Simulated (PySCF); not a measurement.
## Basis and Hamiltonian dependence of the ionisation energy of Re

Re [Xe] 4f14 5d5 6s2 (6S) → Re⁺ [Xe] 4f14 5d5 6s1 (7S). Calculated with PySCF 2.14 from differences of total energies of unrestricted determinants, without spin-orbit coupling. Values in eV.

```tsv
basis	Hamiltonian	functions	UHF	PBE	PBE0	MP2 (valence)	CCSD(T) (valence)
def2-SVP with the def2 core potential (60 electrons)	ECP	32	5.915	n/a	n/a	6.930	n/a
aug-cc-pVDZ-PP with ECP60MDF	ECP	54	5.944	7.594	7.385	7.266	7.465
def2-TZVPPD with the def2 core potential (60 electrons)	ECP	59	5.902	7.539	7.329	7.241	7.425
aug-cc-pwCVDZ-PP with ECP60MDF	ECP	70	5.926	7.568	7.357	7.247	7.438
aug-cc-pVTZ-PP with ECP60MDF	ECP	88	5.925	7.551	7.342	7.370	7.561
def2-QZVPPD with the def2 core potential (60 electrons)	ECP	91	5.906	7.530	7.322	7.330	7.519
x2c-TZVPPall	spin-free X2C	97	5.962	7.722	7.476	7.310	7.533
ANO-RCC-VTZP	spin-free X2C	104	5.949	7.712	7.462	7.198	7.421
x2c-TZVPPall with one added diffuse shell each of s, p, d, f type	spin-free X2C	113	5.960	7.718	7.472	7.332	7.553
aug-cc-pVTZ-PP with one added diffuse shell each of s, p, d, f, g type with ECP60MDF	ECP	113	5.925	7.551	7.342	7.373	n/a
aug-cc-pwCVTZ-PP with ECP60MDF	ECP	122	5.924	7.552	7.343	7.375	n/a
aug-cc-pVQZ-PP with ECP60MDF	ECP	135	5.923	7.550	7.341	7.417	n/a
```

Extrapolation of MP2 (valence) from aug-cc-pVTZ-PP with ECP60MDF and aug-cc-pVQZ-PP with ECP60MDF: the correlation parts are 1.445 and 1.494 eV; with the X⁻³ form and unrounded values, (4³ × 1.494 − 3³ × 1.445)/(4³ − 3³) = 1.529 eV, and adding the Hartree-Fock value 5.923 eV of the larger basis gives 7.452 eV.

Frozen in the all-electron rows: valence: [Xe] 4f14; with a core potential, the same shells as far as they lie outside it.

Reference for a calculation without spin-orbit coupling: 7.834 eV (measured, between term centres; NIST).
